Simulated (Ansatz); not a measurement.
Input for Ansatz (a program for electronic structure): R-CCSD(T)/cc-pV(T+d)Z on CH5AlS (SMILES [CH3][AlH][SH]), a point of a torsion scan. Files ending in .json are basis or fitting sets from the Basis Set Exchange.

Ansatz 0.2 input:
```yaml
crystal:
  periodic: [false, false, false]
  atoms:
    - {symbol: C, position_ang: [-1.39444514, -0.19039351, 0.05619905]}
    - {symbol: Al, position_ang: [0.30023623, 0.69161148, -0.45890916]}
    - {symbol: S, position_ang: [0.49265211, 2.84868361, -0.83246320]}
    - {symbol: H, position_ang: [-2.25621061, 0.43545542, -0.21072497]}
    - {symbol: H, position_ang: [-1.53529344, -1.16192649, -0.42829364]}
    - {symbol: H, position_ang: [-1.46685297, -0.37029196, 1.13479464]}
    - {symbol: H, position_ang: [1.64343011, -0.03919337, -0.65777910]}
    - {symbol: H, position_ang: [1.80459937, 2.70354468, -1.01874858]}
basis:
  gaussian:
    orbitals: cc-pV_T+d_Z.json
magnetization: {spin_polarized: false}
correlation: {method: ccsd_t, electrons: outside_noble_gas}
scf: {lower_state_search: off}
```

It printed:

```
WARN ansatz: RAYON_NUM_THREADS=2 ignored (pool sized by the plan → 2); use --threads N
Functional definition: HF
these checks for a lower state are left out or cut short: stability, starts, cluster_reference, orbital_swaps, neighbouring_geometries, increment
integrals: 0.57 GiB planned
1007 factors; integrals over basis functions are off by at most 1.3e-3 eV
mean field: 0.53 GiB planned
mean field evaluation 1: about -18510.1409 eV, gradient 2.8e1 eV
mean field evaluation 2: about -18510.2444 eV, gradient 2.8e1 eV
mean field evaluation 4: about -18512.4624 eV, gradient 2.5e0 eV
mean field evaluation 8: about -18512.5000 eV, gradient 1.7e-1 eV
mean field -18512.50012197 eV, -680.3218312592 hartree, gradient 3.1e-6 eV, S^2 0.000000; 0 other end points of the search recorded, 0 dependent functions left out
11 core orbitals not correlated
reference -18512.50012197 eV, -680.3218312592 hartree; 9, 9 occupied and 158, 158 virtual orbitals, 1007 factors
second order -11.96663387 eV of doubles, -0.00000000 eV of singles
coupled cluster: 1.47 GiB planned
cycle   1  -12.79272694 eV  change   -8.3e-1 eV  update   7.3e-2
cycle   2  -13.13549898 eV  change   -3.4e-1 eV  update   2.3e-2
cycle   3  -13.17368413 eV  change   -3.8e-2 eV  update   8.3e-3
cycle   4  -13.17083614 eV  change    2.8e-3 eV  update   2.5e-3
cycle   5  -13.17015058 eV  change    6.9e-4 eV  update   1.0e-3
cycle   6  -13.16992560 eV  change    2.2e-4 eV  update   3.3e-4
cycle   7  -13.16992406 eV  change    1.5e-6 eV  update   1.1e-4
cycle   8  -13.16995336 eV  change   -2.9e-5 eV  update   3.9e-5
cycle   9  -13.16994851 eV  change    4.8e-6 eV  update   1.2e-5
perturbative correction -0.52167927 eV, -0.0191713597 hartree
Total energy: -18526.19174975 eV, -680.8249892997 hartree
Checks for a lower state left out: stability, starts, cluster_reference, orbital_swaps, neighbouring_geometries, increment
```

The calculation finished and met its thresholds.

Cost: very roughly 40 core-seconds.
